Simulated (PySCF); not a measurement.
Species: C5H14GeO.
Geometry (PBE0-D3(BJ)/def2-SVP, Å), atoms numbered from 1 in this order:
```xyz
21
C5H14GeO angstrom
C     -1.1236    1.7059   -0.2072
C     -1.0440    0.1940   -0.3756
C     -2.2692   -0.4867    0.2240
C      0.2640   -0.3496    0.2129
C      0.4345   -1.8507    0.0394
O      1.3327    0.3293   -0.4165
Ge     2.8675    0.6342    0.4368
H     -2.0307    2.1090   -0.6829
H     -1.1586    1.9792    0.8616
H     -0.2487    2.1962   -0.6543
H     -1.0066   -0.0311   -1.4579
H     -2.3087   -1.5620   -0.0028
H     -3.1932   -0.0349   -0.1678
H     -2.2875   -0.3719    1.3212
H      0.2518   -0.1180    1.3020
H     -0.3263   -2.4192    0.5928
H      1.4211   -2.1699    0.4080
H      0.3693   -2.1185   -1.0270
H      3.6644    1.5349   -0.5141
H      3.6153   -0.6899    0.7024
H      2.5514    1.3326    1.7763
```

Level of theory: PySCF 2.14.0, density-fitted response routines, TDDFT wB97X-D/def2-SVPD, vertical, gas phase, core orbitals frozen in the response. Relativistic effects, spin–orbit coupling among them, are left out although an element past zinc is present.

Computed states:

```csv
state,E (eV),f
S1,6.79,0.0047
S2,7.50,0.032
S3,7.65,0.043
S4,8.02,0.0045
S5,8.26,0.030
S6,8.46,0.033
S7,8.52,0.028
S8,8.71,0.0089
S9,8.73,0.036
S10,8.80,0.0014
```

Each state is given a Gaussian of 0.5 eV full width at half maximum, with ε(max) = 2.175×10⁸ f / Δν̃ (Δν̃ the width in cm⁻¹). The cross-section is σ = 3.8235×10⁻²¹ ε cm², given in Mb (10⁻¹⁸ cm²). The width is an assumption, not a result. The curve ends short of the highest state used, and states not computed would add to its high-energy end.

Task: Give the broadened spectrum and its maxima.

Result: 
λ (nm), σ (Mb) and a bar:
```
    151.2      12.44 #########################
    153.5       8.51 #################
    155.9       7.39 ###############
    158.2       9.37 ###################
    160.6      12.77 ##########################
    162.9      14.67 ##############################
    165.3      13.65 ############################
    167.6      10.37 #####################
    170.0       6.41 #############
    172.3       3.47 #######
    174.6       1.80 ####
    177.0       1.12 ##
    179.3       0.99 ##
    181.7       1.00 ##
    184.0       0.95 ##
    186.4       0.78 ##
    188.7       0.56 #
    191.1       0.35 #
    193.4       0.19 
    195.8       0.09 
    198.1       0.04 
    200.5       0.02 
    202.8       0.01 
    205.2       0.00
```

Maxima: 182 nm (6.83 eV), ε about 260, made up of S1 (95%) (hardly more than a shoulder); 163 nm (7.59 eV), ε about 3900, made up of S2 (41%) and S3 (58%) (ε in L mol⁻¹ cm⁻¹; maxima over ε = 5, shares over 10%). At its high-energy end, 8.20 eV, the curve is still rising (ε about 3300, from S5, S6 and S7).

Task: On this curve, what absorbance would a 10⁻⁵ mol/L sample give at 193 nm over a 1 cm path?

Result: 193 nm is 6.424 eV, where ε is about 56 L mol⁻¹ cm⁻¹, so A = ε c l ≈ 0.00056 (Beer–Lambert, with the gas-phase spectrum and the assumed width).

Task: What would ε be at 7.59 eV, the highest of these maxima, with half the width (0.25 eV)?

Result: About 6400 L mol⁻¹ cm⁻¹ against 3850, a factor of about 1.7; a lone state at its own centre would give exactly 2.

Task: Coming from long wavelengths, where does ε first pass 100 L mol⁻¹ cm⁻¹?

Result: At about 191 nm (6.50 eV), 0.29 eV below S1.

The vertical ionisation energy (ΔSCF) is 9.60 eV, 0.80 eV above S10.

On Arm Neoverse N1, one thread, shared host with 64 logical CPUs at a one-minute load of 60, this took 8.5 min wall and 1.3 GiB of memory at its peak.

One conformer stands for the species.

Without π bonds the low states are Rydberg-like; a valence basis with one diffuse set may place them up to an eV too high.
